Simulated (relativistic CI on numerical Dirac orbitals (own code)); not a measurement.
**Radial parameters of Ir⁷¹⁺**

These numbers are calculated, not measured: Dirac-Coulomb-Breit CI, KLI orbitals optimised for each configuration, model QED (radiative potential, 1s self-energy scaled to tabulated hydrogen-like ionisation energies), unscaled Slater integrals (own radial code, finite nucleus).

Slater integrals F^k, G^k are unscaled and averaged over j, outside the closed core 1s2; ζ comes from projecting the Hamiltonian with its Breit term on Σ l·s of the shell.

- 2s2.2p2: F^2(2p,2p) = 1.4877e+06, ζ(2p) = 9.3458e+06 cm⁻¹; <r>(2p) = 0.06289, <r^2>(2p) = 0.004833 (bohr units).
- 2s.2p3: F^2(2p,2p) = 1.4867e+06, G^1(2s,2p) = 1.6076e+06, ζ(2p) = 9.3266e+06 cm⁻¹; <r>(2s) = 0.07055, <r^2>(2s) = 0.005928, <r>(2p) = 0.06294, <r^2>(2p) = 0.004839 (bohr units).
- 2p4: F^2(2p,2p) = 1.4849e+06, ζ(2p) = 9.3078e+06 cm⁻¹; <r>(2p) = 0.06301, <r^2>(2p) = 0.004851 (bohr units).

Averages of the first 10 configurations, taken without configuration mixing, which lowers the lowest level and can move excited configurations by several eV; other configurations of the list can lie among them:

```
Configuration  Parity  States  Average energy above the lowest level (eV)
      2s2.2p2    even      15                                      2299.4
       2s.2p3     odd      40                                      3786.7
          2p4    even      15                                      5340.3
       2p3.3s     odd      40                                     15578.4
       2p3.3p    even     120                                     16011.8
    2s2.2p.3s     odd      12                                     12613.4
       2p3.3d     odd     200                                     16344.0
    2s2.2p.3p    even      36                                     13059.9
    2s2.2p.3d     odd      60                                     13391.9
    2s.2p2.3s    even      60                                     14062.6
```
